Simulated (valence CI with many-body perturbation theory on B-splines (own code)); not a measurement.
Hf59+: calculated level list

Calculated by relativistic CI+MBPT: three valence electrons over a frozen Dirac-Fock core [Ne], radial functions for each j: 11 s, 11 p, 10 d, 8 f, 5 g, 2 h, with the one-electron correlation potential Σ1 (screened to all orders), the two-electron term Σ2, the three-electron term Σ3, Breit, model QED; selected single and double excitations, second order for the rest, scaled by the run's own slope (own B-spline code, finite nucleus).

No measured spectrum was set against this ion. As an estimate, large intervals hold to a few tenths of a per cent, small ones and those within an open d or f shell to about a per cent.

Levels 1 to 45 of 157, with energies above the lowest level, (3s^2 3p1/2) J=1/2. "Leading %" is the weight of the configuration and term that name the level; weights of strongly mixed levels are sums over their largest components and can fall short. In the jj column 3d3/2^4 stands for four electrons in 3d with j = 3/2.

| No. | Configuration | Term | J | E (eV) | Leading % | g | Leading jj | Second component |
| --- | --- | --- | --- | --- | --- | --- | --- | --- |
| 1 | 3s²3p | ²P° | 1/2 | 0.0 | 100 | 0.648 | 3s^2 3p1/2 (100 %) |  |
| 2 | 3s3p² | ⁴P | 1/2 | 160.2 | 53 | 2.118 | 3s 3p1/2^2 (99 %) | 30 % 3s3p² ²S |
| 3 | 3s²3p | ²P° | 3/2 | 319.1 | 99 | 1.321 | 3s^2 3p3/2 (99 %) |  |
| 4 | 3s3p² | ⁴P | 3/2 | 450.2 | 89 | 1.631 | 3s 3p1/2 3p3/2 (99 %) | 8 % 3s3p² ²D |
| 5 | 3s3p² | ²D | 5/2 | 467.6 | 61 | 1.337 | 3s 3p1/2 3p3/2 (98 %) | 38 % 3s3p² ⁴P |
| 6 | 3s3p² | ²D | 3/2 | 488.3 | 51 | 0.966 | 3s 3p1/2 3p3/2 (81 %) | 28 % 3s3p² ²P |
| 7 | 3s3p² | ²P | 1/2 | 497.9 | 69 | 1.257 | 3s 3p1/2 3p3/2 (98 %) | 29 % 3s3p² ⁴P |
| 8 | 3s²3d | ²D | 3/2 | 544.6 | 81 | 0.827 | 3s^2 3d3/2 (81 %) | 11 % 3s3p² ²D |
| 9 | 3s²3d | ²D | 5/2 | 608.6 | 97 | 1.198 | 3s^2 3d5/2 (97 %) |  |
| 10 | 3p³ | ²P° | 3/2 | 645.7 | 29 | 1.090 | 3p1/2^2 3p3/2 (60 %) | 18 % 3s3p3d ⁴F° |
| 11 | 3s3p3d | ⁴F° | 3/2 | 659.0 | 60 | 0.695 | 3s 3p1/2 3d3/2 (73 %) | 12 % 3p³ ²P° |
| 12 | 3s3p3d | ⁴F° | 5/2 | 671.1 | 44 | 1.022 | 3s 3p1/2 3d3/2 (98 %) | 30 % 3s3p3d ²F° |
| 13 | 3s3p3d | ⁴D° | 1/2 | 696.6 | 58 | 0.395 | 3s 3p1/2 3d3/2 (99 %) | 35 % 3s3p3d ²P° |
| 14 | 3s3p3d | ⁴D° | 3/2 | 702.6 | 34 | 1.285 | 3s 3p1/2 3d3/2 (86 %) | 20 % 3s3p3d ²P° |
| 15 | 3s3p3d | ⁴P° | 5/2 | 743.6 | 38 | 1.350 | 3s 3p1/2 3d5/2 (99 %) | 31 % 3s3p3d ⁴D° |
| 16 | 3s3p3d | ⁴F° | 7/2 | 757.0 | 43 | 1.238 | 3s 3p1/2 3d5/2 (98 %) | 33 % 3s3p3d ²F° |
| 17 | 3s3p3d | ²F° | 5/2 | 767.1 | 51 | 1.036 | 3s 3p1/2 3d5/2 (98 %) | 20 % 3s3p3d ²D° |
| 18 | 3s3p3d | ²D° | 3/2 | 772.0 | 37 | 1.109 | 3s 3p1/2 3d5/2 (90 %) | 36 % 3s3p3d ²P° |
| 19 | 3s3p² | ⁴P | 5/2 | 781.2 | 60 | 1.427 | 3s 3p3/2^2 (98 %) | 39 % 3s3p² ²D |
| 20 | 3s3p² | ²S | 1/2 | 817.1 | 68 | 1.919 | 3s 3p3/2^2 (99 %) | 18 % 3s3p² ⁴P |
| 21 | 3s3p² | ²P | 3/2 | 823.7 | 61 | 1.191 | 3s 3p3/2^2 (98 %) | 30 % 3s3p² ²D |
| 22 | 3p²3d | ²D | 3/2 | 851.0 | 40 | 0.775 | 3p1/2^2 3d3/2 (98 %) | 34 % 3p²3d ⁴F |
| 23 | 3p²3d | ²D | 5/2 | 937.3 | 33 | 1.192 | 3p1/2^2 3d5/2 (98 %) | 20 % 3p²3d ⁴D |
| 24 | 3p³ | ²D° | 5/2 | 958.3 | 69 | 1.170 | 3p1/2 3p3/2^2 (69 %) | 13 % 3s3p3d ²D° |
| 25 | 3p³ | ⁴S° | 3/2 | 962.8 | 49 | 1.417 | 3p1/2 3p3/2^2 (92 %) | 43 % 3p³ ²D° |
| 26 | 3p³ | ²P° | 1/2 | 979.1 | 81 | 0.725 | 3p1/2 3p3/2^2 (81 %) | 14 % 3s3p3d ²P° |
| 27 | 3s3p3d | ⁴D° | 3/2 | 990.7 | 43 | 1.290 | 3s 3p3/2 3d3/2 (97 %) | 35 % 3s3p3d ⁴P° |
| 28 | 3s3p3d | ⁴P° | 1/2 | 992.3 | 80 | 2.162 | 3s 3p3/2 3d3/2 (96 %) | 15 % 3s3p3d ⁴D° |
| 29 | 3s3p3d | ⁴D° | 5/2 | 994.3 | 41 | 1.224 | 3s 3p3/2 3d3/2 (79 %) | 22 % 3s3p3d ⁴F° |
| 30 | 3s3p3d | ⁴F° | 7/2 | 997.3 | 42 | 1.233 | 3s 3p3/2 3d3/2 (93 %) | 36 % 3s3p3d ²F° |
| 31 | 3s3p3d | ²D° | 3/2 | 1023.9 | 61 | 0.983 | 3s 3p3/2 3d3/2 (87 %) | 21 % 3s3p3d ⁴P° |
| 32 | 3s3p3d | ²F° | 5/2 | 1037.0 | 67 | 0.959 | 3s 3p3/2 3d3/2 (91 %) | 8 % 3s3p3d ⁴F° |
| 33 | 3s3p3d | ²P° | 1/2 | 1042.0 | 65 | 0.609 | 3s 3p3/2 3d3/2 (86 %) | 21 % 3s3p3d ⁴D° |
| 34 | 3s3p3d | ⁴F° | 9/2 | 1043.2 | 100 | 1.321 | 3s 3p3/2 3d5/2 (100 %) |  |
| 35 | 3s3p3d | ²D° | 5/2 | 1065.3 | 47 | 1.338 | 3s 3p3/2 3d5/2 (97 %) | 38 % 3s3p3d ⁴P° |
| 36 | 3s3p3d | ²F° | 7/2 | 1074.0 | 59 | 1.235 | 3s 3p3/2 3d5/2 (94 %) | 34 % 3s3p3d ⁴D° |
| 37 | 3s3p3d | ²P° | 3/2 | 1077.0 | 42 | 1.150 | 3s 3p3/2 3d5/2 (88 %) | 40 % 3s3p3d ²D° |
| 38 | 3s3p3d | ²F° | 7/2 | 1092.4 | 71 | 1.196 | 3s 3p3/2 3d5/2 (99 %) | 20 % 3s3p3d ⁴D° |
| 39 | 3s3p3d | ²P° | 1/2 | 1101.7 | 83 | 0.709 | 3s 3p3/2 3d5/2 (92 %) | 6 % 3s3p3d ⁴D° |
| 40 | 3s3p3d | ²P° | 3/2 | 1111.9 | 76 | 1.300 | 3s 3p3/2 3d5/2 (98 %) | 8 % 3s3p3d ⁴P° |
| 41 | 3s3p3d | ²D° | 5/2 | 1114.2 | 63 | 1.114 | 3s 3p3/2 3d5/2 (94 %) | 22 % 3s3p3d ²F° |
| 42 | 3p²3d | ²F | 5/2 | 1144.7 | 49 | 0.940 | 3p1/2 3p3/2 3d3/2 (92 %) | 36 % 3p²3d ⁴F |
| 43 | 3p²3d | ⁴F | 3/2 | 1152.3 | 40 | 0.905 | 3p1/2 3p3/2 3d3/2 (98 %) | 24 % 3p²3d ⁴D |
| 44 | 3p²3d | ⁴D | 1/2 | 1155.0 | 81 | 0.167 | 3p1/2 3p3/2 3d3/2 (99 %) | 16 % 3p²3d ²P |
| 45 | 3p²3d | ²G | 7/2 | 1159.0 | 50 | 1.023 | 3p1/2 3p3/2 3d3/2 (95 %) | 26 % 3p²3d ²F |

The ionisation energy to 3s² ¹S0 of the next ion comes out as 6284.9 eV (NIST: 6284 ± 7 eV (theoretical)). All 157 levels together are meant to be complete up to 3066.5 eV.
